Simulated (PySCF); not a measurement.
Input for PySCF: U-B3LYP/LANL2DZ on ClGaH2 (SMILES [Cl][GaH2]), a point of a bond scan (R = 2.725 Å).

```python
from pyscf import gto, scf, dft, mp
from pyscf.data.elements import chemcore

mol = gto.M(
    atom='''
    Ga   -0.00289679   -0.23188832   -0.67116797
    H    -2.46375991   -0.37181606   -1.83210864
    H     1.39793515   -0.58224349   -1.25325605
    Cl    0.00593939    0.47544872    1.37611916
    ''',
    basis='lanl2dz',
    ecp={'Cl': 'lanl2dz', 'Ga': 'lanl2dz'},
    charge=0, spin=0, verbose=3, max_memory=1800)
mf = dft.UKS(mol, xc='b3lyp')
mf.conv_tol = 1e-8
mf.max_cycle = 100
mf.init_guess_breaksym = True
mf.kernel()
if not mf.converged:
    mf = mf.newton().run(mf.mo_coeff, mf.mo_occ)
for _ in range(4):
    mo, _, stable, _ = mf.stability(return_status=True)
    if stable:
        break
    mf.kernel(mf.make_rdm1(mo, mf.mo_occ))
```

### Question
Give the final energy of this run.

### Answer
-18.1420 hartree. Its determinant has ⟨S²⟩ = 0.30, a mixture of spin states.
